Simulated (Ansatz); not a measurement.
Reaction (SMILES): Cl[Si](Br)(Br)Br [tribromo(chloro)silane] -> Cl[Si](Br)Br + Br atom (the Br-Si bond at the site shown breaks; other sites are not compared here)
Structures are relaxed separately at B3LYP-D3(BJ)/def2-TZVP in Ansatz (a program for electronic structure).

Property: bond dissociation energy (electronic energy difference), in kcal/mol. Valence correlation only, unless marked. Open shells are spin-unrestricted. Spin-orbit coupling is left out. Frozen are the shells of the preceding noble gas and the d and f shells that filled before the atom's block. Non-relativistic. Basis-set limits of correlation are two-point, X^-3; Hartree-Fock from the larger set.

CCSD(T)/CBS(def2-TZVPP,def2-QZVPP) (Ansatz) gives 94.4 kcal/mol.

Problem. Another calculation gave 87.9 kcal/mol. Which level was it?
A. wB97M-V/def2-TZVPD (Ansatz)
B. BLYP/def2-TZVPD (Ansatz)
C. revPBE/def2-TZVPD (Ansatz)
D. B2PLYP/def2-TZVPD (Ansatz)

Solution. D, B2PLYP/def2-TZVPD (Ansatz). The others give 82.7 (revPBE), 80.1 (BLYP), 93.0 (wB97M-V) kcal/mol.
